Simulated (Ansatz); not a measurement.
C2H5F3Sn (`C[CH2][Sn]([F])([F])[F]`) at its PBE0-D4/def2-TZVP geometry, where that method's forces vanish. Charge 0, multiplicity 1. Sn: def2 effective core potential.

```csv
atom,x (Å),y (Å),z (Å)
C1,-0.227,-1.523,-0.110
C2,0.644,-0.384,0.398
Sn3,-0.137,1.523,-0.111
F4,-0.308,1.805,-1.984
F5,0.867,3.017,0.497
F6,-1.890,1.831,0.559
H7,0.215,-2.480,0.177
H8,-0.316,-1.513,-1.198
H9,-1.233,-1.484,0.310
H10,1.651,-0.409,-0.022
H11,0.735,-0.381,1.485
```

For each bond, give half the difference of the two atoms' forces along it (eV/Å; positive pushes the atoms apart) under PBE-D4, r2SCAN-D4, B3LYP-D4, ωB97M-V in def2-TZVPP. (Estimate.)

Ansatz gave: 
```json
{"bond": "C1–C2", "length (Å)": "1.521", "PBE-D4": "-0.06", "r2SCAN-D4": "0.10", "B3LYP-D4": "0.18", "ωB97M-V": "0.28"}
{"bond": "C1–H7", "length (Å)": "1.093", "PBE-D4": "0.13", "r2SCAN-D4": "-0.01", "B3LYP-D4": "-0.07", "ωB97M-V": "-0.11"}
{"bond": "C1–H8", "length (Å)": "1.091", "PBE-D4": "0.10", "r2SCAN-D4": "-0.04", "B3LYP-D4": "-0.07", "ωB97M-V": "-0.08"}
{"bond": "C1–H9", "length (Å)": "1.091", "PBE-D4": "0.10", "r2SCAN-D4": "-0.04", "B3LYP-D4": "-0.07", "ωB97M-V": "-0.08"}
{"bond": "C2–Sn3", "length (Å)": "2.122", "PBE-D4": "-0.15", "r2SCAN-D4": "0.01", "B3LYP-D4": "0.04", "ωB97M-V": "-0.16"}
{"bond": "C2–H10", "length (Å)": "1.091", "PBE-D4": "0.09", "r2SCAN-D4": "-0.05", "B3LYP-D4": "-0.13", "ωB97M-V": "-0.10"}
{"bond": "C2–H11", "length (Å)": "1.091", "PBE-D4": "0.09", "r2SCAN-D4": "-0.05", "B3LYP-D4": "-0.13", "ωB97M-V": "-0.10"}
{"bond": "Sn3–F4", "length (Å)": "1.902", "PBE-D4": "0.47", "r2SCAN-D4": "0.09", "B3LYP-D4": "0.23", "ωB97M-V": "0.04"}
{"bond": "Sn3–F5", "length (Å)": "1.900", "PBE-D4": "0.45", "r2SCAN-D4": "0.09", "B3LYP-D4": "0.21", "ωB97M-V": "0.04"}
{"bond": "Sn3–F6", "length (Å)": "1.902", "PBE-D4": "0.47", "r2SCAN-D4": "0.09", "B3LYP-D4": "0.23", "ωB97M-V": "0.04"}
```

B3LYP here is the variant with VWN-RPA as its local correlation; programs differ in this.
